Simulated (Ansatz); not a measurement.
# Relative stability

The two ends of one reaction step of SiH5Cl2OF, singlet (PBE0-D4/def2-TZVP).

A:

```json
{"atom": "Si1", "x (Å)": "-0.6028", "y (Å)": "-0.8437", "z (Å)": "-0.9895"}
{"atom": "H2", "x (Å)": "0.5553", "y (Å)": "-0.1471", "z (Å)": "-1.5607"}
{"atom": "Cl3", "x (Å)": "-0.9482", "y (Å)": "-2.4765", "z (Å)": "-2.1893"}
{"atom": "Cl4", "x (Å)": "-0.0853", "y (Å)": "-1.6410", "z (Å)": "0.8639"}
{"atom": "H5", "x (Å)": "-1.8879", "y (Å)": "-0.1431", "z (Å)": "-0.8826"}
{"atom": "H6", "x (Å)": "0.6171", "y (Å)": "1.5740", "z (Å)": "0.6726"}
{"atom": "O7", "x (Å)": "-0.2289", "y (Å)": "1.5625", "z (Å)": "0.2052"}
{"atom": "H8", "x (Å)": "1.4804", "y (Å)": "-0.2685", "z (Å)": "1.4499"}
{"atom": "F9", "x (Å)": "1.9788", "y (Å)": "0.5109", "z (Å)": "1.5899"}
{"atom": "H10", "x (Å)": "-0.8785", "y (Å)": "1.8726", "z (Å)": "0.8406"}
```

B:

```xyz
10
angstrom
Si -1.6066 -0.4477 -0.3496
H 2.9638 -0.4052 -0.2794
Cl -1.8801 -0.3967 -2.3627
Cl -1.8741 -2.3600 0.2841
H -2.5402 0.4589 0.3252
H 0.5357 1.3397 1.0116
O -0.1007 0.0707 0.0311
H 2.7922 0.1754 0.1607
F 1.0434 1.9594 1.4946
H 0.6667 -0.3948 -0.3155
```

Program: Ansatz 0.2.0. Basis: def2-TZVPP. Cores are frozen in the correlated methods. B3LYP uses VWN-RPA correlation.

Task: Which structure is lower at CCSD(T), and by how much? (To be estimated.)

Result: The calculation gives: B, by 18.38 kcal/mol (electronic energy, against the other). By their contacts, A is a complex of SiH₂Cl₂ ([Cl][SiH2][Cl]) + H₂O + HF and B is a complex of SiH₂Cl₂O ([OH][SiH]([Cl])[Cl]) + HF + H₂.

All methods give the same order:

```tsv
method	E(B) − E(A) (kcal/mol)
SPW92	-14.04
PBE-D4	-16.16
BLYP-D4	-18.17
r2SCAN-D4	-18.53
B97M-V	-18.40
PBE0-D4	-16.63
B3LYP-D4	-18.26
r2SCAN0-D4	-18.35
BHLYP-D4	-18.59
CAM-B3LYP-D4	-18.29
wB97X-V	-17.50
wB97M-V	-17.34
B2PLYP	-19.05
PBE-QIDH	-18.13
RPA on PBE	-18.05
HF	-20.46
MP2	-19.60
CCSD	-18.34
CCSD(T)	-18.38
```

T1 diagnostic: at most 0.010.

Labels in which every atom is bracketed show which atoms are joined, not bond orders.

For scale, one of the runs: CCSD(T)/def2-TZVPP, 258 basis functions, launched by `ansatz run in.yaml --threads 8 --pin off --events-out ev --progress --plain --max-ram 19148MiB`. Hardware: 8 CPU threads of an Intel Xeon Platinum 8259CL, shared host. Wall time 82 s; peak host memory 5.8 GiB.
